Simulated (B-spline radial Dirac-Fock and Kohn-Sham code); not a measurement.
# Binding energies of Lu⁴⁷⁺

System: the Lu⁴⁷⁺ ion, 1s2 2s2 2p6 3s2 3p6 3d6; nuclear rms radius 5.37 fm (A = 175).

The computed values come from a B-spline atomic structure program: relaxed Dirac-Fock hole states (ΔSCF) with Breit and QED corrections and a finite nucleus. Correlation and solid-state effects are left out. Energies are counted from the vacuum level.

All terms are in eV, carry their sign (relaxation lowers the binding energy) and add up to the binding energy; ⟨r⟩ is the mean radius of the orbital in the initial state.

```
subshell  −ε (Koopmans)  relaxation    Gaunt  retardation  self-energy  vacuum polarisation  binding energy  ⟨r⟩ (bohr)
      1s        66444.8      -44.18  -220.24        19.79      -127.57                23.13         66095.7       0.019
      2s        13638.0      -14.21   -24.39         1.70       -18.23                 3.09         13585.9       0.081
   2p1/2        13131.2      -17.56   -40.92         4.25         0.01                 0.11         13077.0       0.067
   2p3/2        12000.5      -15.44   -28.38         5.75        -1.32                -0.11         11961.0       0.075
      3s         4948.1       -2.03    -5.38         0.44        -4.54                 0.74          4937.4       0.204
   3p1/2         4732.4       -2.48    -9.00         0.97        -0.13                 0.03          4721.8       0.193
   3p3/2         4464.1       -2.08    -6.21         1.38        -0.41                -0.03          4456.7       0.205
      3d         4114.6       -2.93    -3.42         0.54         0.16                -0.03          4108.9       0.182
```

For the deepest level, K (1s), the Breit terms make up -0.303 % of the binding energy, QED -0.158 % and orbital relaxation -0.067 %.

Going to the tabulated ground configuration of the next ion removes an electron from M4,5 (3d), computed at 4108.9 eV. NIST lists 4086 ± 4 eV as the ionisation energy of this species (theoretical), -22.93 eV from the computed value. Where a p, d or f shell is open in either ion the computed value averages over both j values and all terms, while the table refers to the lowest levels; that difference holds spin-orbit splitting (largest in heavy or highly charged ions), term energies where several electrons share open shells, and correlation, and it can reach 10 % or more.
